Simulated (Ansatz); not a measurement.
`[BH2][Al]([NH2])[SiH3]` + `O[SiH3]` → `[NH2][Al]([SiH3])[SiH2]O` + BH₃  (formal exchange of groups at the Al–B bond)

Computed with Ansatz on PBE0-D4/def2-TZVP structures; ΔE is electronic, products minus reactants. CBS: MP2 limit from def2 TZ/QZ plus the TZ coupled-cluster correction, frozen cores. This one scheme is used for every species. Functionals use def2-TZVPP. B3LYP here is the variant with VWN-RPA as its local correlation; programs differ in this. HSE06 is defined as in plane-wave codes. Each species was taken in one conformer, which may not be the lowest.

```json
{"level": "LDA (SPW92)", "ΔE (kJ/mol)": "-21.6", "difference from CCSD(T)/CBS": "-2.2"}
{"level": "PBE-D4", "ΔE (kJ/mol)": "-26.2", "difference from CCSD(T)/CBS": "-6.8"}
{"level": "revPBE-D4", "ΔE (kJ/mol)": "-26.7", "difference from CCSD(T)/CBS": "-7.3"}
{"level": "BLYP-D4", "ΔE (kJ/mol)": "-24.3", "difference from CCSD(T)/CBS": "-4.9"}
{"level": "r2SCAN-D4", "ΔE (kJ/mol)": "-22.0", "difference from CCSD(T)/CBS": "-2.6"}
{"level": "PBE0-D4", "ΔE (kJ/mol)": "-24.4", "difference from CCSD(T)/CBS": "-5.0"}
{"level": "B3LYP-D4", "ΔE (kJ/mol)": "-22.8", "difference from CCSD(T)/CBS": "-3.4"}
{"level": "r2SCANh-D4", "ΔE (kJ/mol)": "-21.7", "difference from CCSD(T)/CBS": "-2.3"}
{"level": "r2SCAN0-D4", "ΔE (kJ/mol)": "-21.2", "difference from CCSD(T)/CBS": "-1.8"}
{"level": "HSE06-D4", "ΔE (kJ/mol)": "-24.4", "difference from CCSD(T)/CBS": "-5.0"}
{"level": "BHLYP-D4", "ΔE (kJ/mol)": "-21.3", "difference from CCSD(T)/CBS": "-1.9"}
{"level": "CAM-B3LYP-D4", "ΔE (kJ/mol)": "-19.5", "difference from CCSD(T)/CBS": "-0.1"}
{"level": "ωB97X-V", "ΔE (kJ/mol)": "-19.9", "difference from CCSD(T)/CBS": "-0.5"}
{"level": "ωB97M-V", "ΔE (kJ/mol)": "-17.5", "difference from CCSD(T)/CBS": "1.9"}
{"level": "PBE-QIDH", "ΔE (kJ/mol)": "-20.5", "difference from CCSD(T)/CBS": "-1.1"}
{"level": "revPBE", "ΔE (kJ/mol)": "-23.1", "difference from CCSD(T)/CBS": "-3.7"}
{"level": "BLYP", "ΔE (kJ/mol)": "-19.3", "difference from CCSD(T)/CBS": "0.1"}
{"level": "r2SCAN", "ΔE (kJ/mol)": "-21.0", "difference from CCSD(T)/CBS": "-1.6"}
{"level": "PBE0", "ΔE (kJ/mol)": "-21.6", "difference from CCSD(T)/CBS": "-2.2"}
{"level": "B3LYP", "ΔE (kJ/mol)": "-18.3", "difference from CCSD(T)/CBS": "1.1"}
{"level": "r2SCAN0", "ΔE (kJ/mol)": "-19.9", "difference from CCSD(T)/CBS": "-0.5"}
{"level": "HSE06", "ΔE (kJ/mol)": "-21.6", "difference from CCSD(T)/CBS": "-2.2"}
{"level": "BHLYP", "ΔE (kJ/mol)": "-16.3", "difference from CCSD(T)/CBS": "3.1"}
{"level": "CAM-B3LYP", "ΔE (kJ/mol)": "-16.3", "difference from CCSD(T)/CBS": "3.1"}
{"level": "LC-ωPBE", "ΔE (kJ/mol)": "-18.2", "difference from CCSD(T)/CBS": "1.2"}
{"level": "RPA@PBE/def2-TZVPP", "ΔE (kJ/mol)": "-18.5", "difference from CCSD(T)/CBS": "0.9"}
{"level": "MP2/def2-SVP", "ΔE (kJ/mol)": "-15.1", "difference from CCSD(T)/CBS": "4.3"}
{"level": "CCSD/def2-SVP", "ΔE (kJ/mol)": "-12.4", "difference from CCSD(T)/CBS": "7.0"}
{"level": "CCSD(T)/def2-SVP", "ΔE (kJ/mol)": "-13.7", "difference from CCSD(T)/CBS": "5.7"}
{"level": "HF/def2-TZVPP", "ΔE (kJ/mol)": "-13.1", "difference from CCSD(T)/CBS": "6.3"}
{"level": "MP2/def2-TZVPP", "ΔE (kJ/mol)": "-19.8", "difference from CCSD(T)/CBS": "-0.4"}
{"level": "SCS-MP2/def2-TZVPP", "ΔE (kJ/mol)": "-18.1", "difference from CCSD(T)/CBS": "1.3"}
{"level": "CCSD/def2-TZVPP", "ΔE (kJ/mol)": "-16.9", "difference from CCSD(T)/CBS": "2.5"}
{"level": "CCSD(T)/def2-TZVPP", "ΔE (kJ/mol)": "-18.8", "difference from CCSD(T)/CBS": "0.6"}
{"level": "HF/def2-QZVPP", "ΔE (kJ/mol)": "-12.8", "difference from CCSD(T)/CBS": "6.6"}
{"level": "MP2/def2-QZVPP", "ΔE (kJ/mol)": "-20.1", "difference from CCSD(T)/CBS": "-0.7"}
{"level": "SCS-MP2/def2-QZVPP", "ΔE (kJ/mol)": "-18.3", "difference from CCSD(T)/CBS": "1.1"}
{"level": "HF/CBS(def2)", "ΔE (kJ/mol)": "-12.7", "difference from CCSD(T)/CBS": "6.7"}
{"level": "MP2/CBS(def2)", "ΔE (kJ/mol)": "-20.5", "difference from CCSD(T)/CBS": "-1.1"}
{"level": "CCSD/CBS(def2)", "ΔE (kJ/mol)": "-17.5", "difference from CCSD(T)/CBS": "1.9"}
{"level": "CCSD(T)/CBS", "ΔE (kJ/mol)": "-19.4", "difference from CCSD(T)/CBS": "0"}
```

Largest T1 diagnostic among the species: 0.013.

In def2-TZVPP, CCSD(T) changes the Hartree–Fock value by −5.7 kJ/mol (the triples alone add −1.8 kJ/mol) and MP2 by −6.7 kJ/mol. The D4 term adds −4.5 kJ/mol with B3LYP and −2.8 kJ/mol with PBE0; it sums over pairs of atoms, weighted by their polarisabilities, and B3LYP, whose exchange is more repulsive, gets the larger term. Leaving LDA and LC-ωPBE aside and taking each functional with its dispersion term where it has one, the values spread over 9.2 kJ/mol, from revPBE-D4 to ωB97M-V.

CCSD(T)/CBS has its own doubt, a few kJ/mol and more with outer-core shells, so smaller differences from it don't rank the levels.
